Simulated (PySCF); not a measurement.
First SCF of a structure search on doublet ZrI3, at a hand-made trigonal planar geometry. PySCF input:

```python
from pyscf import gto, scf, dft
mol = gto.M(atom='''
Zr     0.000000     0.000000     0.000000
I      2.870000     0.000000     0.000000
I     -1.435000     2.485500     0.000000
I     -1.435000    -2.485500     0.000000''',
    basis={'Zr': 'def2-TZVP', 'I': 'def2-TZVP'},
    ecp={'Zr': 'def2-TZVP', 'I': 'def2-TZVP'},
    charge=0, spin=1)
mf = dft.UKS(mol, xc='PBE')
mf.grids.atom_grid = (50, 194)
aux = {'Zr': 'def2-universal-JKFIT', 'I': 'def2-universal-JKFIT'}
mf = mf.density_fit(auxbasis=aux)
mf.conv_tol = 1e-08
mf.diis_space = 10
mf.max_cycle = 60
mf.init_guess = 'huckel'
mf.verbose = 4
mf.kernel()
```

Excerpt of the output (cycles alone):

```
init E= -939.674375255419
cycle= 1 E= -922.779092272008  delta_E= 16.9  |g|= 5.15  |ddm|= 5.12
cycle= 2 E= -888.297382753808  delta_E= 34.5  |g|= 5.99  |ddm|= 14.1
cycle= 3 E= -937.272583218618  delta_E=  -49  |g|= 2.94  |ddm|= 13.2
cycle= 4 E= -915.715598099416  delta_E= 21.6  |g|= 5.85  |ddm|= 6.19
cycle= 5 E= -917.308660415546  delta_E= -1.59  |g|= 5.68  |ddm|= 0.754
cycle= 6 E= -917.798269322657  delta_E= -0.49  |g|= 5.62  |ddm|= 0.274
cycle= 7 E= -917.806583405392  delta_E= -0.00831  |g|= 5.63  |ddm|= 0.329
cycle= 8 E= -917.822542927966  delta_E= -0.016  |g|= 5.63  |ddm|= 0.00877
cycle= 9 E= -918.468498808361  delta_E= -0.646  |g|= 5.55  |ddm|= 0.354
cycle= 10 E= -918.495506619342  delta_E= -0.027  |g|= 5.55  |ddm|= 0.102
cycle= 11 E= -919.085562756446  delta_E= -0.59  |g|= 5.48  |ddm|= 0.323
cycle= 12 E= -920.160453235347  delta_E= -1.07  |g|= 5.25  |ddm|= 1.29
cycle= 13 E= -933.510045766594  delta_E= -13.3  |g|= 3.76  |ddm|= 8.24
cycle= 14 E= -939.051497903781  delta_E= -5.54  |g|= 1.85  |ddm|=  6.1
cycle= 15 E= -932.974966460105  delta_E= 6.08  |g|= 3.55  |ddm|=  3.7
cycle= 16 E= -935.715537772978  delta_E= -2.74  |g|= 2.95  |ddm|= 1.37
cycle= 17 E= -935.936064092153  delta_E= -0.221  |g|= 2.87  |ddm|= 1.29
cycle= 18 E= -939.761886729274  delta_E= -3.83  |g|=    1  |ddm|= 1.55
cycle= 19 E= -939.736676198943  delta_E= 0.0252  |g|= 0.894  |ddm|= 1.31
cycle= 20 E= -940.302523647466  delta_E= -0.566  |g|= 0.185  |ddm|=  1.2
cycle= 21 E= -940.321204368492  delta_E= -0.0187  |g|= 0.0856  |ddm|= 0.296
cycle= 22 E= -940.324925090339  delta_E= -0.00372  |g|= 0.0255  |ddm|= 0.104
cycle= 23 E= -940.325226536411  delta_E= -0.000301  |g|= 0.00756  |ddm|= 0.0268
cycle= 24 E= -940.325253110462  delta_E= -2.66e-05  |g|= 0.00287  |ddm|= 0.00901
cycle= 25 E= -940.325257506732  delta_E= -4.4e-06  |g|= 0.000753  |ddm|= 0.0035
cycle= 26 E= -940.325257941029  delta_E= -4.34e-07  |g|= 0.000244  |ddm|= 0.00112
cycle= 27 E= -940.325257964069  delta_E= -2.3e-08  |g|= 8.55e-05  |ddm|= 0.00028
cycle= 28 E= -940.325257969777  delta_E= -5.71e-09  |g|= 2.65e-05  |ddm|= 0.000168
Extra cycle  E= -940.325257968648  delta_E= 1.13e-09  |g|= 5.01e-05  |ddm|= 9.89e-05
converged SCF energy = -940.325257968648  <S^2> = 0.75874352  2S+1 = 2.0087245
```

No lower solution of this spin was found from smeared starts or by a stability analysis within the unrestricted form.

With open d or f shells other occupations or spin states may lie lower. Spin–orbit coupling, left out here, can matter for elements this heavy.

The search for the lowest solution, 3 starts and the stability check together, took 2.6 min on 4 threads of a shared Arm Neoverse V1 host, with 190 basis functions; the process peaked at 0.68 GiB. Launch command: `OMP_NUM_THREADS=4 python axn.py task.json out`.
